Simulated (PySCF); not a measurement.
## Dipole moment and polarisability of `C=CCC(=C)B(F)Br`

Species: C₅H₇BBrF.
SMILES with atom numbers: `[CH2:1]=[CH:2][CH2:3][C:4](=[CH2:5])[B:6]([F:7])[Br:8]` (hydrogens: H9, H10 on C1; H11 on C2; H12, H13 on C3; H14, H15 on C5)

Structure used (GFN2-xTB), in Å, numbered top down from 1:
```xyz
15
C5H7BBrF angstrom
C      2.2159   -0.3567    0.9738
C      1.1509   -0.8271    0.3539
C      0.4800   -0.1348   -0.7985
C     -0.8627    0.4021   -0.3529
C     -1.0073    1.7031   -0.0786
B     -2.0730   -0.5596   -0.1890
F     -3.2192   -0.1232    0.2987
Br    -2.0422   -2.3731   -0.6843
H      2.6670   -0.8738    1.8030
H      2.6890    0.5633    0.6711
H      0.6936   -1.7543    0.6731
H      1.1078    0.6836   -1.1522
H      0.3400   -0.8519   -1.6121
H     -0.1965    2.4054   -0.1890
H     -1.9477    2.1050    0.2611
```

Level: CAM-B3LYP/def2-SVPD (PySCF), static field, nuclei fixed, core orbitals frozen in the response. The polarisability tensor in these axes (au):

```
x    99.42   5.93   8.10
y     5.93 108.75   5.82
z     8.10   5.82  73.95
```

Give the principal values, the mean and the anisotropy Δα = √{½[(α1 − α2)² + (α2 − α3)² + (α1 − α3)²]}.

Principal values 71.16, 97.32 and 113.63 au; mean 94.04 au = 13.94 Å³ = 15.50 × 10⁻⁴⁰ C²·m²/J; Δα = 37.11 au (39 % of the mean).

What is the dipole moment, and where does it point?

(1.24, 1.16, -0.26) D, 1.72 D in size, pointing from the negative to the positive side. Measured along this direction, the outermost atoms are Br8 at the negative end and H10 at the positive end.

Orientational against electronic polarisability at 273 K (dilute gas, rigid molecules)?

In Gaussian units μ²/3kT = 26.22 Å³ against 13.94 Å³, a ratio of 1.88; the Debye molar polarisation (4π/3)N_A(α + μ²/3kT) is 101.3 cm³/mol, leaving out the vibrational part.

Refractivity n − 1 of an ideal gas of it at 500 K and 1 atm, from the electronic α?

N = p/kT = 1.4678 × 10¹⁹ cm⁻³, so n − 1 = 2π × N × 13.94 × 10⁻²⁴ cm³ = 1285 × 10⁻⁶ at long wavelengths.

Sum over states: ᾱ = Σ f/ω², ω in Eh. What share falls to these 8 lowest TDDFT singlets (eV, f)? 5.37, 0.0365; 5.73, 0.0930; 5.96, 0.1994; 6.34, 0.0033; 6.78, 0.0335; 7.30, 0.0978; 7.38, 0.0397; 7.46, 0.2222.

They add up to 12.65 au, 13.5 % of the 94.04 au; the largest single term is 4.16 au, from the state at 5.96 eV. Terms in order: 0.94, 2.10, 4.16, 0.06, 0.54, 1.36, 0.54, 2.95 au. Higher excitations give the rest. The strengths listed sum to 0.725.

Along which axes do the principal values lie, and how far do the nuclei extend along each?

Largest value along (0.48, 0.85, 0.22), where the nuclei span 5.07 Å; middle along (0.84, -0.52, 0.16), 5.67 Å; least along (-0.25, -0.11, 0.96), 2.70 Å. The strongest response doesn't lie along the longest of the three spans.

The structure is a single GFN2-xTB conformer in the gas phase; no vibrational or solvent corrections. The calculation is non-relativistic, for bromine too.
